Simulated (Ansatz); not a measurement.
What Si3NH9 (trisilylamine) costs in Ansatz

Si3NH9 has 13 atoms, charge 0, and is taken as a singlet. As SMILES, `[SiH3]N([SiH3])[SiH3]`. The coordinates come from a PBE0-D4/def2-TZVP relaxation.

| atom | x (Å) | y (Å) | z (Å) |
| --- | --- | --- | --- |
| Si | -0.5194 | 1.4407 | -0.8158 |
| N | -0.0007 | -0.0001 | 0.0003 |
| Si | 0.7849 | 0.1121 | 1.5436 |
| Si | -0.2656 | -1.5529 | -0.7275 |
| H | -1.1481 | 1.0193 | -2.0967 |
| H | -1.5128 | 2.1957 | -0.0072 |
| H | 0.6259 | 2.3435 | -1.1054 |
| H | 0.0202 | -0.6077 | 2.5961 |
| H | 2.1581 | -0.4558 | 1.4969 |
| H | 0.8628 | 1.5558 | 1.8942 |
| H | -1.7138 | -1.8135 | -0.9403 |
| H | 0.2856 | -2.5751 | 0.2024 |
| H | 0.4230 | -1.6620 | -2.0407 |

Program: Ansatz 0.2.0. Hardware: 1 thread of Arm Neoverse V2, shared host, so times are rough. Ansatz fits the integrals of SCF and DFT runs by default. Its times include its search for lower SCF states.

Task: Estimate their order by wall time, quickest first.
A. energy at BLYP/6-31G* (spherical functions)
B. energy at HF/STO-3G
C. energy at HF/6-31G* (spherical functions)

Result: B (0.48 s), C (2.8 s), A (7.8 s).
